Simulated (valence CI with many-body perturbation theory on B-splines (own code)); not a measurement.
# Dy³⁵⁺: calculated level list

Level of theory: configuration interaction combined with many-body perturbation theory (CI+MBPT): three valence electrons over a frozen Dirac-Fock core [Ar] 3d10, a basis of 11 s, 11 p, 9 d, 7 f, 5 g, 2 h, 1 i functions for each j, with the one-electron correlation potential Σ1, the two-electron term Σ2, the three-electron term Σ3, Breit, model QED; selected CI, second order for the rest (own B-spline code, finite nucleus).

No measured spectrum was set against this ion. As an estimate, large intervals hold to a few tenths of a per cent, small ones and those within an open d or f shell to about a per cent.

Levels 1 to 45 of 67, with energies above the lowest level, (4s^2 4p1/2) J=1/2. "Leading %" is the weight of the configuration and term that name the level; weights of strongly mixed levels are sums over their largest components and can fall short. In the jj column 3d3/2^4 stands for four electrons in 3d with j = 3/2. Lifetimes count E1, E2, E3, M1 and M2 decay at the calculated energies, and are blank where another channel may lead or the interval is too uncertain; long ones can be off by a factor of two.

```csv
No.,Configuration,Term,J,E (eV),Leading %,Lifetime,Leading jj
1,4s2 4p,2P°,1/2,0.00,99,,4s^2 4p1/2 (99 %)
2,4s2 4p,2P°,3/2,53.04,99,1.40 μs,4s^2 4p3/2 (99 %)
3,4s 4p2,4P,1/2,76.95,64,60.0 ps,4s 4p1/2^2 (95 %)
4,4s 4p2,4P,3/2,119.75,93,458 ps,4s 4p1/2 4p3/2 (99 %)
5,4s 4p2,2D,5/2,126.54,53,115 ps,4s 4p1/2 4p3/2 (97 %)
6,4s 4p2,2D,3/2,136.50,68,6.30 ps,4s 4p1/2 4p3/2 (94 %)
7,4s 4p2,2P,1/2,139.41,71,2.95 ps,4s 4p1/2 4p3/2 (94 %)
8,4s 4p2,4P,5/2,175.18,51,122 ps,4s 4p3/2^2 (88 %)
9,4s2 4d,2D,3/2,183.73,78,1.78 ps,4s^2 4d3/2 (78 %)
10,4s 4p2,2S,1/2,192.51,69,4.34 ps,4s 4p3/2^2 (97 %)
11,4s 4p2,2P,3/2,197.13,52,1.84 ps,4s 4p3/2^2 (81 %)
12,4s2 4d,2D,5/2,198.78,87,2.71 ps,4s^2 4d5/2 (87 %)
13,4p3,2P°,3/2,214.76,43,5.75 ps,4p1/2^2 4p3/2 (94 %)
14,4s 4p 4d,4F°,3/2,245.79,80,30.2 ps,4s 4p1/2 4d3/2 (97 %)
15,4s 4p 4d,4F°,5/2,250.29,47,81.2 ps,4s 4p1/2 4d3/2 (85 %)
16,4p3,4S°,3/2,259.15,44,2.76 ps,4p1/2 4p3/2^2 (68 %)
17,4p3,2D°,5/2,260.71,39,7.49 ps,4s 4p1/2 4d5/2 (55 %)
18,4s 4p 4d,4D°,1/2,262.10,66,1.47 ps,4s 4p1/2 4d3/2 (96 %)
19,4s 4p 4d,4D°,3/2,263.03,43,1.99 ps,4s 4p1/2 4d3/2 (56 %)
20,4s 4p 4d,4P°,5/2,266.31,42,3.41 ps,4s 4p1/2 4d5/2 (74 %)
21,4s 4p 4d,4F°,7/2,266.87,57,7.45 ps,4s 4p1/2 4d5/2 (92 %)
22,4p3,2P°,1/2,272.82,93,3.28 ps,4p1/2 4p3/2^2 (93 %)
23,4s 4p 4d,2F°,5/2,277.92,65,3.33 ps,4s 4p1/2 4d5/2 (62 %)
24,4s 4p 4d,2P°,3/2,281.76,36,1.73 ps,4s 4p1/2 4d5/2 (55 %)
25,4s 4p 4d,4D°,3/2,305.88,39,2.03 ps,4s 4p3/2 4d3/2 (94 %)
26,4s 4p 4d,4D°,5/2,305.95,54,1.77 ps,4s 4p3/2 4d3/2 (92 %)
27,4s 4p 4d,4P°,1/2,306.12,88,2.13 ps,4s 4p3/2 4d3/2 (98 %)
28,4s 4p 4d,4D°,7/2,307.57,44,2.13 ps,4s 4p3/2 4d3/2 (70 %)
29,4s 4p 4d,4F°,9/2,308.23,100,1.72 μs,4s 4p3/2 4d5/2 (100 %)
30,4p3,2P°,3/2,313.32,23,5.26 ps,4s 4p3/2 4d5/2 (53 %)
31,4s 4p 4d,2D°,3/2,316.67,63,1.42 ps,4s 4p3/2 4d3/2 (71 %)
32,4s 4p 4d,2D°,5/2,318.11,48,3.76 ps,4s 4p3/2 4d5/2 (96 %)
33,4s 4p 4d,2F°,5/2,318.67,55,2.14 ps,4s 4p3/2 4d3/2 (65 %)
34,4s 4p 4d,2F°,7/2,323.85,41,3.25 ps,4s 4p3/2 4d5/2 (65 %)
35,4s 4p 4d,2F°,7/2,325.02,92,4.52 ps,4s 4p3/2 4d5/2 (81 %)
36,4s 4p 4d,2P°,1/2,325.49,76,1.23 ps,4s 4p3/2 4d3/2 (86 %)
37,4s 4p 4d,2P°,1/2,334.36,90,2.38 ps,4s 4p3/2 4d5/2 (86 %)
38,4s 4p 4d,2D°,5/2,336.66,61,1.31 ps,4s 4p3/2 4d5/2 (53 %)
39,4s 4p 4d,2P°,3/2,337.48,81,1.80 ps,4s 4p3/2 4d5/2 (95 %)
40,4p2 4d,4F,3/2,337.84,40,9.65 ps,4p1/2^2 4d3/2 (97 %)
41,4p3,2P°,3/2,341.20,22,1.13 ps,4p3/2^3 (40 %)
42,4s2 4f,2F°,7/2,345.24,67,1.68 ps,4s^2 4f7/2 (67 %)
43,4s2 4f,2F°,5/2,345.38,47,1.35 ps,4s^2 4f5/2 (47 %)
44,4p2 4d,2D,5/2,352.96,26,5.33 ps,4p1/2^2 4d5/2 (92 %)
45,4p2 4d,2F,5/2,381.78,50,8.68 ps,4p1/2 4p3/2 4d3/2 (90 %)
```

Where two levels of one J and parity lie close, their mixing, g and order are uncertain.

The ionisation energy to 4s2 1S_0 of the next ion comes out as 1520.8 eV (NIST: 1520 ± 5 eV (theoretical)). All 67 levels together are meant to be complete up to 426.51 eV.
